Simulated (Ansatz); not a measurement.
Geometry optimisation, RKS r2SCAN-D4/def2-SVP in Ansatz 0.2.0.

input.yaml

```yaml
crystal:
  periodic: [false, false, false]
  atoms:
    - { symbol: Ge, position_ang: [0.0, 0.0, 0.0] }
    - { symbol: O, position_ang: [0.0, 0.0, 1.77] }
    - { symbol: H, position_ang: [-0.9095, -0.2814, 2.1071] }
    - { symbol: H, position_ang: [1.4616, 0.0, -0.5162] }
    - { symbol: H, position_ang: [-0.73, 1.2648, -0.5162] }
    - { symbol: H, position_ang: [-0.73, -1.2648, -0.5162] }
basis:
  gaussian: { orbitals: def2-SVP }
hamiltonian:
  xc: r2scan
  dispersion: d4
relax:
  f_tol: 0.02
  max_steps: 40
output:
  orbitals: {}
```

Run as:

```bash
$ ansatz run input.yaml --threads 1 --pin off --max-ram 2048MiB --backend cpu --events-out ev --progress --plain --runs-dir out
```

Task: Where does it end, and by what steps?

Result: It converged. After 5 steps the energy has fallen by 0.074 eV; H3 moved furthest, 0.15 Å.

```json
{"step": "0", "energy less start (eV)": "0.0000", "largest force component (eV/Å)": "1.778", "accepted": "yes"}
{"step": "1", "energy less start (eV)": "-0.0635", "largest force component (eV/Å)": "0.676", "accepted": "yes"}
{"step": "2", "energy less start (eV)": "-0.0712", "largest force component (eV/Å)": "0.068", "accepted": "yes"}
{"step": "3", "energy less start (eV)": "-0.0738", "largest force component (eV/Å)": "0.021", "accepted": "yes"}
{"step": "4", "energy less start (eV)": "-0.0739", "largest force component (eV/Å)": "0.051", "accepted": "yes"}
{"step": "5", "energy less start (eV)": "-0.0741", "largest force component (eV/Å)": "0.001", "accepted": "yes"}
```

```xyz
6
Properties=species:S:1:pos:R:3
Ge -0.024 -0.026 -0.028
O 0.020 -0.102 1.755
H -0.866 -0.139 2.137
H 1.450 0.019 -0.434
H -0.767 1.241 -0.497
H -0.721 -1.274 -0.605
```

The run took 18 s on 1 thread of Arm Neoverse V2 (shared host), peak memory 0.12 GiB.
